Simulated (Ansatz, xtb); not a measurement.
The molecule SbH, multiplicity 3 (the spin of the measured ground state). No spin–orbit coupling.

The constants come from a fifth-degree fit in 1/R (seven points, main isotopes). In def2 and cc sets the state is the lowest found near the PBE0 minimum, followed along R.

Correlated levels freeze the inner cores; with def2 sets outer-core shells near the valence are correlated too. CBS: X⁻³ extrapolation of the correlation energy, Hartree–Fock from the larger set.

The values were computed with Ansatz (Gaussian basis) for Hartree–Fock, density functionals and correlated methods; xtb for the GFN methods.  In def2 rows elements past Kr take small-core potentials, without spin–orbit coupling. The GFN methods have no spin term and hold the electronic entropy of 300 K.

What bond length and harmonic frequency does GFN1-xTB give?

r_e = 1.721 Å, ω_e = 1869 cm⁻¹.

What bond length and harmonic frequency does CAM-B3LYP/def2-TZVPP give, and what D_e (from each atom's lowest state at the same level)?

r_e = 1.710 Å, ω_e = 1959 cm⁻¹, D_e = 2.74 eV.

What bond length and harmonic frequency does CCSD(T)/CBS(def2-TZVPP, def2-QZVPP) give?

r_e = 1.708 Å, ω_e = 1936 cm⁻¹.

Measured for the ground state: D_0 2.446 ± 0.044 eV (a handbook's tabulated 298 K bond energy less 3RT/2; such tables hold older values) [Luo, bond dissociation energies, CRC Handbook].

Ansatz is a first-principles code.
